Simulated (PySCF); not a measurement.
# How methods differ on the ionisation energy of Sr(25+)

Sr(25+) [Ne] 3s2 3p1 (2P) → Sr(26+) [Ne] 3s2 (1S), as a difference of total energies. Calculation: PySCF 2.14, in an even-tempered Gaussian basis (16 s from 2.7 bohr⁻², ratio 2.5; 11 p from 3.5 bohr⁻², ratio 2.5; 5 d from 15 bohr⁻², ratio 2.7; 4 f from 23 bohr⁻², ratio 2.7); the non-relativistic Hamiltonian (point nucleus). Correlated levels: outer shells: 1s2 frozen; virtual orbitals above 40 to 60 times the deepest correlated orbital energy dropped. The calculations carry no spin-orbit coupling.

```csv
method,ionisation energy (eV)
UHF,1200.9
MP2 (outer shells),1201.4
SCS-MP2 (outer shells),1201.2
CCSD (outer shells),1201.3
CCSD(T) (outer shells),1201.3
```

A first-order spin-orbit estimate (lowest level to lowest level, LS coupling) adds 9.138 eV.

All relativistic terms are absent from these numbers, so their closeness to the reference says little about the methods.

For comparison: 1211 ± 6 eV (semi-empirical (NIST evaluation); NIST Atomic Spectra Database, ionization energies).
